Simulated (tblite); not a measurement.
C4H10O3Si2.
Numbering: `[CH3:1][CH2:2][O:3][C@@H:4]1[SiH2:5][O:6][SiH2:7][C:8]1=[O:9]` (hydrogens: H10, H11, H12 on C1; H13, H14 on C2; H15 on C4; H16, H17 on Si5; H18, H19 on Si7)

Cartesian coordinates in Å at the GFN2-xTB level; atoms count from 1:
```
atom  x, y, z in Å
C1     2.6632   -0.3955   -0.7435
C2     1.6656    0.3668    0.1114
O3     0.5239   -0.4472    0.3096
C4    -0.4822    0.1648    1.0976
Si5   -1.8094   -1.2251    1.0262
O6    -2.3580   -0.8997   -0.4801
Si7   -1.8499    0.4564   -1.2723
C8    -1.1348    1.2750    0.3199
O9    -1.3563    2.3796    0.7596
H10    2.9528   -1.3155   -0.2430
H11    2.2138   -0.6486   -1.6998
H12    3.5466    0.2143   -0.9117
H13    1.3754    1.3084   -0.3791
H14    2.1086    0.6168    1.0879
H15   -0.0918    0.4911    2.0677
H16   -1.1537   -2.5178    0.9884
H17   -2.9065   -1.0148    1.9619
H18   -0.8610    0.0819   -2.2698
H19   -3.0562    1.1181   -1.7384
```

Computed values, GFN2-xTB/tblite, gas phase, harmonic and unscaled. The method is semi-empirical: single wavenumbers can be off by several per cent or more. Modes of hydrogen on silicon can be 10 to 20 % off. One conformer, not necessarily the lowest.

Harmonic wavenumbers (cm⁻¹): 48.8, 71.1, 94.2, 106.1, 146.4, 158.4, 208.9, 280.2, 337.5, 348.2, 374.7, 456.2, 493.2, 514.1, 562.5, 587.1, 604.3, 628.0, 633.7, 657.1, 741.6, 743.4, 765.7, 792.3, 838.4, 914.7, 916.9, 1007.7, 1066.4, 1096.7, 1120.7, 1143.9, 1149.8, 1249.6, 1259.3, 1345.3, 1399.2, 1473.7, 1492.5, 1496.3, 1739.0, 2318.7, 2341.0, 2358.9, 2384.8, 2850.9, 2883.3, 2898.2, 3046.6, 3049.1, 3052.8.

A = 1563, B = 924.3, C = 830.3 MHz; mass 162.017 u (most abundant isotopes); point group C1, symmetry number 1.

**Question.** Zero-point energy?

**Answer.** ½Σν̃ = 29124 cm⁻¹ = 83.27 kcal/mol.

**Question.** What is S at 350 K and 1 bar for an ideal gas of classical rigid rotors and harmonic oscillators?

**Answer.** Translation 41.98, rotation 30.45, vibration 41.17: S = 113.6 cal/(mol K).

**Question.** And Cp and H(350 K) − H(0)?

**Answer.** Cp = 50.20 cal/(mol K), of which vibrations give 42.25 (their classical limit is 51 R = 101.3); H(350 K) − H(0) = 10.37 kcal/mol without the zero-point energy, 7.58 from vibrations.

**Question.** What must be added to the electronic energy to get the Gibbs energy at 350 K and 1 bar?

**Answer.** ZPE + [H(350 K) − H(0)] − T·S = 83.27 + 10.37 − 39.76 = 53.88 kcal/mol.

**Question.** Which modes carry the vibrational entropy at 350 K?

**Answer.** 48.8 cm⁻¹: 5.18; 71.1 cm⁻¹: 4.44; 94.2 cm⁻¹: 3.88; 106.1 cm⁻¹: 3.65; 146.4 cm⁻¹: 3.03; 158.4 cm⁻¹: 2.87 cal/(mol K); the other 45 give 18.12 together.

Hindered rotation and anharmonicity are outside this model. Other conformers, if any are populated, would add a mixing term that is left out. The structure is chiral; the term R ln 2 for an equal mix with its mirror image is left out.
